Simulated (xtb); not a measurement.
O3 (SMILES O=[O+][O-]), singlet, from a rough starting geometry; GFN2-xTB (xtb).

The xtb input:
```
$ xtb mol.xyz --gfn 2 --opt vtight --json

# file mol.xyz
3

O     -0.10374821     1.09906893    -0.17343318
O     -0.02982918     0.01228886     0.47006680
O      0.03708212    -1.13102645    -0.22141973
```

Output, abridged:

```
   ID    Z sym.   atoms
    1    8 O      1-3

           -------------------------------------------------
          |                Calculation Setup                |
           -------------------------------------------------

           -------------------------------------------------
          |                 G F N 2 - x T B                 |
           -------------------------------------------------

          ...................................................
          :                      SETUP                      :
          :.................................................:
          :  # basis functions                  12          :
          :  # atomic orbitals                  12          :
          :  # shells                            6          :
          :  # electrons                        18          :
          :  max. iterations                   250          :
          :  Hamiltonian                  GFN2-xTB          :
          :  restarted?                      false          :
          :  GBSA solvation                  false          :
          :  PC potential                    false          :
          :  electronic temp.          300.0000000     K    :
          :  accuracy                    1.0000000          :
          :  -> integral cutoff          0.2500000E+02      :
          :  -> integral neglect         0.1000000E-07      :
          :  -> SCF convergence          0.1000000E-05 Eh   :
          :  -> wf. convergence          0.1000000E-03 e    :
          :  Broyden damping             0.4000000          :
          :  net charge                          0          :
          :  unpaired electrons                  0          :
          ...................................................

 iter      E             dE          RMSdq      gap      omega  full diag
   1    -11.8749905 -0.118750E+02  0.685E+00    2.19       0.0  T
   2    -11.9150685 -0.400780E-01  0.420E+00    1.68       1.0  T
   3    -11.9164578 -0.138932E-02  0.290E+00    1.87       1.0  T
   4    -11.9206763 -0.421850E-02  0.193E+00    1.78       1.0  T
   5    -11.9248436 -0.416723E-02  0.154E-01    1.89       1.0  T
   6    -11.9248458 -0.228450E-05  0.649E-02    1.88       1.0  T
   7    -11.9248513 -0.543933E-05  0.158E-02    1.89       3.7  T
   8    -11.9248513  0.260507E-07  0.109E-02    1.89       5.3  T
   9    -11.9248515 -0.265157E-06  0.208E-03    1.89      27.8  T
  10    -11.9248515 -0.757884E-08  0.476E-04    1.89     121.3  T
  11    -11.9248515 -0.523828E-09  0.101E-04    1.89     571.0  T

   *** convergence criteria satisfied after 11 iterations ***

         :::::::::::::::::::::::::::::::::::::::::::::::::::::
         ::                     SUMMARY                     ::
         :::::::::::::::::::::::::::::::::::::::::::::::::::::
         :: total energy             -11.917992959642 Eh    ::
         :: gradient norm              0.118059934198 Eh/a0 ::
         :: HOMO-LUMO gap              1.886805580597 eV    ::
         ::.................................................::
         :: SCC energy               -11.924851533547 Eh    ::
         :: -> isotropic ES            0.010375236365 Eh    ::
         :: -> anisotropic ES          0.012507339232 Eh    ::
         :: -> anisotropic XC         -0.013403303921 Eh    ::
         :: -> dispersion             -0.000574614372 Eh    ::
         :: repulsion energy           0.006858573905 Eh    ::
         :: add. restraining           0.000000000000 Eh    ::
         :: total charge               0.000000000000 e     ::
         :::::::::::::::::::::::::::::::::::::::::::::::::::::

      -----------------------------------------------------------
     |                   =====================                   |
     |                        A N C O P T                        |
     |                   =====================                   |
     |               Approximate Normal Coordinate               |
     |                Rational Function Optimizer                |
      -----------------------------------------------------------
      -----------------------------------------------------------
     |                   =====================                   |
     |                        A N C O P T                        |
     |                   =====================                   |
     |               Approximate Normal Coordinate               |
     |                Rational Function Optimizer                |
      -----------------------------------------------------------

          ...................................................
          :                      SETUP                      :
          :.................................................:
          :   optimization level         verytight          :
          :   max. optcycles                   200          :
          :   ANC micro-cycles                  20          :
          :   degrees of freedom                 3          :
          :.................................................:
          :   RF solver                   davidson          :
          :   write xtbopt.log                true          :
          :   linear?                        false          :
          :   energy convergence         0.1000000E-06 Eh   :
          :   grad. convergence          0.2000000E-03 Eh/α :
          :   maxmium RF displ.          1.0000000          :
          :   Hlow (freq-cutoff)         0.1000000E-01      :
          :   Hmax (freq-cutoff)         5.0000000          :
          :   S6 in model hess.         20.0000000          :
          ...................................................

generating ANC from exact Hessian ...
Using Lindh-Hessian (1995)
 Shifting diagonal of input Hessian by    0.0000000000000000
 Lowest  eigenvalues of input Hessian
    0.000000    0.000000    0.000000    0.000000    0.000000    0.000000
    0.306214    1.220144    1.863055
[...]
 * total energy  :   -11.9179930 Eh     change       -0.9439560E-11 Eh
 * total energy  :   -11.9264006 Eh     change       -0.8407643E-02 Eh
 * total energy  :   -11.9277858 Eh     change       -0.1385163E-02 Eh
 * total energy  :   -11.9279464 Eh     change       -0.1605835E-03 Eh
 * total energy  :   -11.9279550 Eh     change       -0.8681968E-05 Eh
 * total energy  :   -11.9279561 Eh     change       -0.1087937E-05 Eh
 * total energy  :   -11.9279565 Eh     change       -0.3612105E-06 Eh
 * total energy  :   -11.9279565 Eh     change       -0.1448690E-09 Eh
   *** GEOMETRY OPTIMIZATION CONVERGED AFTER 8 ITERATIONS ***
[...]

          ...................................................
          :                      SETUP                      :
          :.................................................:
          :  # basis functions                  12          :
          :  # atomic orbitals                  12          :
          :  # shells                            6          :
          :  # electrons                        18          :
          :  max. iterations                   250          :
          :  Hamiltonian                  GFN2-xTB          :
          :  restarted?                      false          :
          :  GBSA solvation                  false          :
          :  PC potential                    false          :
          :  electronic temp.          300.0000000     K    :
          :  accuracy                    1.0000000          :
          :  -> integral cutoff          0.2500000E+02      :
          :  -> integral neglect         0.1000000E-07      :
          :  -> SCF convergence          0.1000000E-05 Eh   :
          :  -> wf. convergence          0.1000000E-03 e    :
          :  Broyden damping             0.4000000          :
          :  net charge                          0          :
          :  unpaired electrons                  0          :
          ...................................................

 iter      E             dE          RMSdq      gap      omega  full diag
   1    -11.9405070 -0.119405E+02  0.364E-05    2.16       0.0  T
   2    -11.9405070 -0.119016E-12  0.221E-05    2.16    2608.6  T
   3    -11.9405070 -0.177636E-12  0.166E-05    2.16    3479.5  T

   *** convergence criteria satisfied after 3 iterations ***

         :::::::::::::::::::::::::::::::::::::::::::::::::::::
         ::                     SUMMARY                     ::
         :::::::::::::::::::::::::::::::::::::::::::::::::::::
         :: total energy             -11.927956481322 Eh    ::
         :: gradient norm              0.000006723791 Eh/a0 ::
         :: HOMO-LUMO gap              2.164674690258 eV    ::
         ::.................................................::
         :: SCC energy               -11.940507030512 Eh    ::
         :: -> isotropic ES            0.012003919544 Eh    ::
         :: -> anisotropic ES          0.016650154390 Eh    ::
         :: -> anisotropic XC         -0.018339092858 Eh    ::
         :: -> dispersion             -0.000576866045 Eh    ::
         :: repulsion energy           0.012550549191 Eh    ::
         :: add. restraining           0.000000000000 Eh    ::
         :: total charge               0.000000000000 e     ::
         :::::::::::::::::::::::::::::::::::::::::::::::::::::

           -------------------------------------------------
          |                Property Printout                |
           -------------------------------------------------

    * Orbital Energies and Occupations

         #    Occupation            Energy/Eh            Energy/eV
      -------------------------------------------------------------
         1        2.0000           -0.8843479             -24.0643
         2        2.0000           -0.8455919             -23.0097
         3        2.0000           -0.7714072             -20.9911
         4        2.0000           -0.7372431             -20.0614
         5        2.0000           -0.6892812             -18.7563
         6        2.0000           -0.6749613             -18.3666
         7        2.0000           -0.5486714             -14.9301
         8        2.0000           -0.5311273             -14.4527
         9        2.0000           -0.5044126             -13.7258 (HOMO)
        10                         -0.4248622             -11.5611 (LUMO)
        11                         -0.0387684              -1.0549
        12                          0.1510279               4.1097
      -------------------------------------------------------------
                  HL-Gap            0.0795503 Eh            2.1647 eV
             Fermi-level           -0.4646374 Eh          -12.6434 eV

     #   Z          covCN         q      C6AA      α(0)
     1   8 O        0.980    -0.173    17.587     5.625
     2   8 O        1.957     0.346    10.693     4.416
     3   8 O        0.980    -0.173    17.587     5.625

 Mol. C6AA /au·bohr⁶  :        135.890202
 Mol. C8AA /au·bohr⁸  :       2742.338289
 Mol. α(0) /au        :         15.666683

Wiberg/Mayer (AO) data.
largest (>0.10) Wiberg bond orders for each atom

 ---------------------------------------------------------------------------
     #   Z sym  total        # sym  WBO       # sym  WBO       # sym  WBO
 ---------------------------------------------------------------------------
     1   8 O    1.971 --     2 O    1.417     3 O    0.554
     2   8 O    2.833 --     3 O    1.417     1 O    1.417
     3   8 O    1.971 --     2 O    1.417     1 O    0.554
 ---------------------------------------------------------------------------

Topologies differ in total number of bonds
Writing topology from bond orders to xtbtopo.mol

molecular dipole:
                 x           y           z       tot (Debye)
 q only:        0.004      -0.006       0.402
   full:        0.004      -0.006       0.442       1.124
molecular quadrupole (traceless):
                xx          xy          yy          xz          yz          zz
 q only:        0.605       0.135      -1.509      -0.032      -0.043       0.904
  q+dip:        2.247       0.383      -3.781      -0.041      -0.088       1.534
   full:        2.703       0.395      -3.516      -0.052      -0.074       0.813

optimized geometry written to: xtbopt.xyz

           -------------------------------------------------
          | TOTAL ENERGY              -11.927956481322 Eh   |
          | GRADIENT NORM               0.000006723791 Eh/α |
          | HOMO-LUMO GAP               2.164674690258 eV   |
           -------------------------------------------------
```
